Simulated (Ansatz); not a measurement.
System: VO$_{2}$ (charge 0, doublet). SMILES: [O]=[V]=[O]
Geometry: optimised at B3LYP-D3(BJ)/def2-TZVP (Ansatz, a program for electronic structure).

Quantity: vertical ionisation energy to the singlet, in eV. Terms: spin-orbit terms left out; LANL2DZ with its own core potentials from Na on; no dispersion term unless named; non-relativistic; 6-31G* and kin with 6d, 5d where marked; each state is the SCF solution reached for its charge and spin; UHF or UKS for open shells. First-principles rows: single points at B3LYP-D3(BJ) geometries (Ansatz).

```
level                              program  vertical ionisation energy to the singlet (eV)
---------------------------------  -------  ----------------------------------------------
PBE/6-31G*                          Ansatz                                            8.22
PBE/6-31G* with LANL2DZ past Ar     Ansatz                                            8.67
B3LYP/STO-3G                        Ansatz                                            6.53
B3LYP/3-21G                         Ansatz                                            8.35
B3LYP/6-31G*                        Ansatz                                            8.79
B3LYP/6-31G* with LANL2DZ past Ar   Ansatz                                            9.31
PBE/def2-TZVPD                      Ansatz                                            8.60
B3LYP/def2-TZVPD                    Ansatz                                            9.19
```

No value to compare with is used here. The 6 habitual levels span 6.53 (B3LYP/STO-3G) to 9.31 eV (B3LYP/6-31G* with LANL2DZ past Ar); PBE/def2-TZVPD gives 8.60.

The levels are drawn from those run, B3LYP/6-31G* more often than the rest, none by its result; left out are runs that failed, that the program found above a lower state of the same kind, or whose <S^2> lies over 0.5 above the pure value.
